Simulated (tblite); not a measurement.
C₇H₇O (doublet state).
Geometry (GFN2-xTB, Å), atoms numbered from 1 in this order:
```xyz
15
C7H7O angstrom
C      2.652    0.285    0.224
C      1.688   -0.306   -0.506
C      0.298   -0.179   -0.256
C     -0.727   -0.798   -1.017
C     -1.953   -0.488   -0.535
C     -1.842    0.409    0.644
C     -0.334    0.597    0.808
O      0.194    1.272    1.671
H      3.694    0.154   -0.011
H      2.402    0.907    1.066
H      1.960   -0.930   -1.352
H     -0.532   -1.432   -1.866
H     -2.896   -0.827   -0.928
H     -2.334    1.371    0.489
H     -2.274   -0.027    1.547
```

Computed with GFN2-xTB (tblite): harmonic, unscaled wavenumbers at the GFN2-xTB geometry, gas phase. Errors from tens to a few hundred cm⁻¹ against measured bands are possible. One conformer, not necessarily the lowest. Open shells enter through the occupations alone, without spin polarisation, and single modes of such species can be off by tens of per cent.

Harmonic wavenumbers (cm⁻¹): 89.3, 154.2, 206.3, 244.1, 380.5, 412.3, 480.6, 524.0, 621.3, 656.7, 706.3, 706.5, 803.9, 870.8, 875.8, 894.4, 962.0, 973.7, 1021.0, 1053.5, 1060.6, 1107.2, 1206.6, 1247.3, 1294.9, 1305.9, 1363.1, 1397.7, 1428.6, 1496.5, 1580.3, 1699.2, 2956.6, 2981.9, 3026.0, 3108.2, 3114.9, 3130.1, 3151.5.

A = 3794, B = 1942, C = 1295 MHz; mass 107.050 u (most abundant isotopes); point group Cs, symmetry number 1; spin multiplicity 2.

Problem. Zero-point energy?

Solution. Half the sum of the wavenumbers: 25147 cm⁻¹ = 300.83 kJ/mol.

Problem. Give the ideal-gas entropy at 350 K and 1 bar in the rigid-rotor, harmonic-oscillator model (classical rotation).

Solution. Translation 170.47, rotation 118.78, vibration 83.81, spin (R ln 2) 5.76: S = 378.8 J/(mol K).

Problem. And Cp and H(350 K) − H(0)?

Solution. Cp = 144.03 J/(mol K), of which vibrations give 110.77 (their classical limit is 39 R = 324.3); H(350 K) − H(0) = 28.84 kJ/mol without the zero-point energy, 17.19 from vibrations.

Problem. What must be added to the electronic energy to get the Gibbs energy at 350 K and 1 bar?

Solution. ZPE + [H(350 K) − H(0)] − T·S = 300.83 + 28.84 − 132.59 = 197.08 kJ/mol.

Problem. Blend soft modes into free rotors: weight 1/[1 + (100 cm⁻¹/ν̃)⁴] for the oscillator and the rest for a rotor with moment μB/(μ + B), μ = h/(8π²ν), B = 10⁻⁴⁴ kg m². What vibrational entropy results?

Solution. 81.41 J/(mol K) in place of 83.81, which changes −T·S at 350 K by +0.84 kJ/mol.

Problem. How do the functions run with temperature in this model?

Solution. 
| T (K) | S (J/(mol K)) | Cp (J/(mol K)) | H − H(0) (kJ/mol) | G − H(0) (kJ/mol) | ln q(vib) |
| --- | --- | --- | --- | --- | --- |
| 100 | 266.8 | 56.3 | 4.23 | -22.45 | 0.53 |
| 200 | 315.2 | 88.4 | 11.40 | -51.65 | 1.81 |
| 300 | 358.1 | 125.7 | 22.09 | -85.33 | 3.34 |
| 500 | 438.5 | 190.8 | 54.12 | -165.11 | 6.81 |
| 800 | 542.3 | 249.7 | 121.10 | -312.75 | 12.23 |
| 1000 | 600.8 | 274.1 | 173.63 | -427.19 | 15.70 |

q(vib) and H(0) count from the zero-point level.

Hindered rotation and anharmonicity are outside this model. Other conformers, if any are populated, would add a mixing term that is left out.
